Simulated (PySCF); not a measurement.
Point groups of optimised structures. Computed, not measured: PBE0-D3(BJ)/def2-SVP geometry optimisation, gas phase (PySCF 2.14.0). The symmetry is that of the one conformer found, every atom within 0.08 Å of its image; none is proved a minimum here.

(1) What symmetry has `[CH3:1][C@@H:2]1[CH2:3][CH2:4][CH2:5][CH2:6][C@H:7]1[CH3:8]` with C1–C2–C3–C4 179°, C2–C3–C4–C5 55°, C3–C4–C5–C6 -55°, C4–C5–C6–C7 55° (trans-1,2-dimethylcyclohexane)?

(2) What symmetry has `[CH3:1][Se:2][Se:3][CH3:4]` with C1–Se2–Se3–C4 -87°, H–C1–Se2–Se3 -60° (nearest H), H–C4–Se3–Se2 -58° (nearest H)?

(3) `[NH2][Fe][NH2]` (Fe(NH2)2) [quintet]: symmetry, top, dipole?

(4) `FC1=CC1`: symmetry, top, dipole?

(5) `[CH3:1][C@:2]1([C:3]#[N:4])[CH2:5][CH2:6][SiH2:7][O:8]1` with C1–C2–C5–C6 -162°, C2–C5–C6–Si7 35°, C5–C6–Si7–O8 -18°, C6–Si7–O8–C2 -5°: symmetry, top, dipole?

## Answers

(1) C2; asymmetric top; symmetry number 2; 2 operations, which sort the 24 atoms into 12 sets; this conformer is chiral (no improper operation); dipole 0.03 D; A, B, C = 2635, 1905, 1205 MHz; heavy atoms equivalent by symmetry: C1/C8, C2/C7, C3/C6, C4/C5.

(2) C2; near-prolate asymmetric top; symmetry number 2; 2 operations, which sort the 10 atoms into 5 sets; this conformer is chiral (no improper operation); dipole 1.86 D, along b, the twofold axis; A, B, C = 5210, 1462, 1413 MHz; heavy atoms equivalent by symmetry: C1/C4, Se2/Se3.

(3) D2d; prolate symmetric top; symmetry number 4; 8 operations, which sort the 7 atoms into 3 sets; dipole forbidden by symmetry (computed 0.01 D); A, B, C = 186718, 4181, 4180 MHz.

(4) Cs; asymmetric top; symmetry number 1; 2 operations, which sort the 7 atoms into 6 sets; dipole 0.96 D, in the ab plane, which is the mirror; A, B, C = 22943, 7007, 5570 MHz.

(5) C1; asymmetric top; symmetry number 1; this conformer is chiral (no improper operation); dipole 3.86 D; A, B, C = 2497, 1480, 1346 MHz.
